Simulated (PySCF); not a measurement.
As₂H₆Si, SMILES [AsH2][SiH2][AsH2]. Coordinates come from a PBE-D3(BJ)/def2-SVP optimisation. The structure was generated by enumeration, and PubChem lists no compound with its InChIKey, so it may never have been made.

These are PBE-D3(BJ)/def2-SVP (PySCF) values and carry that method's errors.

Harmonic wavenumbers (cm⁻¹): 90, 107, 130, 284, 324, 388, 509, 521, 614, 685, 749, 771, 875, 948, 952, 2117, 2119, 2133, 2135, 2141, 2158. Rotational constants (GHz): 9.155, 0.7702, 0.7265; symmetry number 2.

Question: Work out the zero-point energy and the ideal-gas rigid-rotor harmonic-oscillator thermochemistry at 298.15 K and 1 atm.

Answer: ZPE = ½ Σ hcν = ½ × 20751 cm⁻¹ = 124.12 kJ/mol. H − E(el) = 145.42 kJ/mol. Entropy in J/(mol K): translation 173.78, rotation 113.61, vibration 69.43, total 356.82. G − E(el) = 39.03 kJ/mol. Cp = 107.85 J/(mol K). Modes under 150 cm⁻¹ make the vibrational entropy uncertain.
